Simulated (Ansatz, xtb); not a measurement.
## Ranking isomers of ClF2HOSi2

6 gas-phase structures of ClF2HOSi2, found in a search over its isomers (lower ones may exist). Each was relaxed with GFN2-xTB; where two conformers were screened, the lower at r2SCAN-D4/def2-SVP is listed:

A. `F[SiH](F)O[Si]Cl`, a singlet
B. `O=[Si](Cl)[SiH](F)F`, a singlet
C. `O=[SiH][Si](F)(F)Cl`, a singlet
D. `F[Si](F)(Cl)O[SiH]`, a singlet
E. `F[Si]O[Si@@H](F)Cl`, a singlet
F. `O=[Si](F)[Si@H](F)Cl`, a singlet

**Question.** Make a reasoned guess at their ranking by r2SCAN-D4/def2-SVP single-point energy.

**Answer.** Calculated order at r2SCAN-D4/def2-SVP: A (0.0), E (9.5), D (69.7), B (187.9), F (193.8), C (203.4) kJ/mol.

Energies above the lowest of each column, in kJ/mol; the last columns are at B3LYP/6-31G* geometries and were run for some of them only (a dash: not run or not comparable):

| structure | GFN2-xTB | HF/STO-3G | r2SCAN-D4/def2-SVP | B3LYP/6-31G* | CCSD(T)/def2-SVP + ΔMP2/def2-TZVPP |
| --- | --- | --- | --- | --- | --- |
| A | 0.0 | 0.0 | 0.0 | 0.0 | 0.0 |
| E | 15.8 | 24.0 | 9.5 | 9.5 | 7.6 |
| D | 86.8 | 104.2 | 69.7 | 69.7 | 64.1 |
| B | 58.3 | 294.0 | 187.9 | – | – |
| F | 69.9 | 315.2 | 193.8 | – | – |
| C | 76.5 | 308.4 | 203.4 | – | – |

Every level run on A puts it lowest or level with the lowest. Flexible structures stand in one conformer each, not always the lowest. A keeps a small imaginary mode. Frequencies (B3LYP/6-31G*) were run for A, D, E alone. ΔMP2 is the change of the MP2 energy from the smaller to the larger basis.

Over these structures GFN2-xTB departs from r2SCAN-D4/def2-SVP by 67.3 kJ/mol on average once a common shift is removed. A GFN2-xTB relaxation took about 0.19 s and the r2SCAN-D4/def2-SVP energy about 1.7 s on a shared host (Ansatz 0.2.0, xtb 6.7.1 (Pople sets with spherical d functions)).
